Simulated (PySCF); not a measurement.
Results of a calculation; reference values are marked as such.
# C3H9Si

The system: C3H9Si, a small molecule (built as: C site whose three back bonds go to CH3, CH2SiH3, H); neutral, doublet. The structure, one conformer, was relaxed in the gas phase by PBE0-D3(BJ)/def2-SVP. No frequency run checks that it is a minimum.

SMILES: C[CH]C[SiH3]

Coordinates in Å:
```
C1     -0.636    0.065   -0.883
C2     -1.793    0.423   -0.022
C3      0.744    0.497   -0.557
Si4     1.573   -0.693    0.679
H5     -0.764   -0.718   -1.638
H6     -2.751    0.249   -0.533
H7     -1.757    1.483    0.284
H8     -1.823   -0.166    0.918
H9      1.388    0.527   -1.453
H10     0.758    1.506   -0.107
H11     2.963   -0.251    1.021
H12     0.773   -0.759    1.940
H13     1.640   -2.064    0.088
```

EPR values by unrestricted B3LYP, IGLO-III on C Si, pcH-1 on H.

Question: Predict g and the largest hyperfine couplings. Where does the spin sit?

Answer: g = 2.0021, 2.0026, 2.0033. The spin sits on C1 (100 %, bonded to 2 C + 1 H) by Mulliken populations.
| atom | isotope | isotropic (MHz) | dipolar, principal values (MHz) |
| --- | --- | --- | --- |
| C1 | 13C | 98.3 | -75.7, -74.7, 150.4 |
| Si4 | 29Si | -138.1 | -18.9, 8.6, 10.3 |
| H8 | 1H | 147.2 | -4.4, -2.9, 7.3 |
| H5 | 1H | -59.7 | -36.2, 0.0, 36.2 |
| H7 | 1H | 53.2 | -4.5, -3.8, 8.3 |
| H9 | 1H | 47.5 | -4.4, -3.7, 8.1 |

Question: How do the isotropic couplings move with BHandHLYP?

Answer: C1 98.3 to 129.4 MHz, Si4 -138.1 to -131.8 MHz, H8 147.2 to 146.8 MHz, H5 -59.7 to -72.7 MHz.
